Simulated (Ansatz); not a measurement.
Basis-set extrapolation for C₃H₈AlN, SMILES `C/C=C\[NH][AlH2]` (PBE0-D4/def2-TZVP geometry, frozen core, Ansatz). Multiplicity 1, RHF reference.

|  | def2-TZVPP | def2-QZVPP |
| --- | --- | --- |
| HF | -414.707471 | -414.722963 |
| MP2 correlation | -0.794105 | -0.846404 |
| CCSD(T) correlation | -0.875354 | not run |

Energies in hartree. Use E(X) = E(∞) + A·exp(−7.88·√X) for Hartree–Fock and E(X) = E(∞) + B·X^(−2.97) for correlation, with X = 3 and 4, and add CCSD(T) minus MP2 of the smaller set to the MP2 limit.

Task: What is the CCSD(T) energy at the basis-set limit?

Result: HF limit: -414.722963 + (-0.015492) × 0.13774 = -414.72510. MP2 limit: -0.846404 + (-0.052299) × 0.74074 = -0.88514. Higher-order term: -0.875354 − (-0.794105) = -0.08125. Total: -415.69149 hartree, 68.2 kcal/mol below CCSD(T)/def2-TZVPP.
